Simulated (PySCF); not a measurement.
## Field gradients at the hydrogen positions

Species: C3H6N2OSi.
Z-matrix (Å and degrees, GFN2-xTB geometry), rows numbered from 1:
```
C 
C   1  1.4770
N   2  1.2926  1  127.66
N   3  1.3484  2  107.09  1   179.69
C   4  1.2936  3  107.69  2     0.09
Si  5  1.8765  4  128.52  3   178.82
O   2  1.3526  1  120.93  3   179.74
H   1  1.0896  2  110.00  3  -107.15
H   1  1.0882  2  110.02  3   133.56
H   1  1.0853  2  108.92  3    12.62
H   6  1.4640  5  107.41  4  -104.84
H   6  1.4560  5  107.35  4    16.32
H   6  1.4644  5  106.71  4   137.42
```

Level: PBE0/pcSseg-1 (PySCF, non-relativistic); Q(2H) = 0.00286 b; rigid geometry, the same for H and D, with no vibrational averaging.

Problem. Rank these positions by the coupling χzz of a deuteron there, largest first.
A. H8 (methyl hydrogen)
B. H12 (Si–H hydrogen)
C. H13 (Si–H hydrogen)

Solution. A (207 kHz), B (111 kHz), C (107 kHz).

Problem. What are Vzz, η and χzz (234.96 MHz × Q × Vzz) at all hydrogens?

Solution. 
```csv
atom,bonded to,bond length (Å),Vzz (au),η,χzz (kHz)
H8,C1,1.090,0.3081,0.04,207
H9,C1,1.088,0.3096,0.04,208
H10,C1,1.085,0.3127,0.03,210
H11,Si6,1.464,0.1603,0.02,108
H12,Si6,1.456,0.1658,0.01,111
H13,Si6,1.464,0.1599,0.02,107
```

Problem. Average by the element that carries the hydrogen.

Solution. on C: 208 kHz over 3 positions, mean bond length 1.088 Å; on Si: 109 kHz over 3 positions, mean bond length 1.461 Å.

Problem. A static deuteron (I = 1) shows a doublet split by (3/2)χ, (3/4)χ(1 + η) and (3/4)χ(1 − η) with the field along z, y and x of the gradient. What are these for H8?

Solution. With |χ| = 207.1 kHz and η = 0.036: 311, 161 and 150 kHz, to first order and without motion.

Isolated species at its GFN2-xTB geometry, gas phase. GFN2-xTB bond lengths can be off by several hundredths of an ångström, more for odd bonds, and the gradients follow them. The basis is small and wasn't made for field gradients, so the couplings can be 20 % off.

These values come from a run that also computed NMR shieldings. Rough CPU time on one thread of a shared machine: about 50 s.
